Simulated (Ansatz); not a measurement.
Geometry optimisation, RKS LDA/def2-SVP (Ansatz 0.2.0).

The input (input.yaml):

```yaml
crystal:
  periodic: [false, false, false]
  atoms:
    - { symbol: Al, position_ang: [-1.006301, -0.43312, 0.325804] }
    - { symbol: Cl, position_ang: [-0.984563, 1.580291, -0.514075] }
    - { symbol: F, position_ang: [-1.278086, -1.714262, -0.665601] }
    - { symbol: F, position_ang: [-0.911864, -0.633666, 1.954442] }
    - { symbol: H, position_ang: [1.597795, 1.138712, -0.6817] }
    - { symbol: Br, position_ang: [2.58302, 0.062045, -0.41887] }
basis:
  gaussian: { orbitals: def2-SVP }
hamiltonian:
  xc: lda
relax:
  f_tol: 0.03
  max_steps: 50
output:
  orbitals: {}
```

Run as:

```bash
$ ansatz run input.yaml --threads 2 --pin off --max-ram 3072MiB --backend cpu --events-out ev --progress --plain --runs-dir out
```

**Question.** Where does it end, and by what steps?

**Answer.** The forces met the threshold. After 17 steps the energy has fallen by 0.702 eV; H5 moved furthest, 0.81 Å. Parted: H5–Br6. Joined: Al1–Br6, Cl2–H5.

```tsv
step	energy less start (eV)	largest force component (eV/Å)	accepted
0	0.0000	1.378	yes
1	-0.2230	0.399	yes
2	-0.3502	0.613	yes
3	-0.5168	0.886	yes
4	-0.6006	0.494	yes
5	-0.6195	0.377	yes
6	-0.6266	0.446	yes
7	-0.6385	0.107	yes
8	-0.6548	0.379	yes
9	-0.6656	0.223	yes
10	-0.6779	0.137	yes
11	-0.6760	0.590	no
12	-0.6871	0.214	yes
13	-0.6897	0.434	yes
14	-0.6961	0.248	yes
15	-0.7009	0.103	yes
16	-0.7010	0.070	yes
17	-0.7022	0.006	yes
```

```xyz
6
Properties=species:S:1:pos:R:3
Al -0.327 -0.525 0.263
Cl -0.595 1.617 -0.579
F -1.099 -1.555 -0.769
F -0.720 -0.472 1.864
H 0.791 1.202 -0.608
Br 1.951 -0.267 -0.171
```

Time of the run: 16 s on 2 threads of Intel(R) Xeon(R) Platinum 8488C (Sapphire Rapids), on a shared host, peak memory 0.17 GiB.
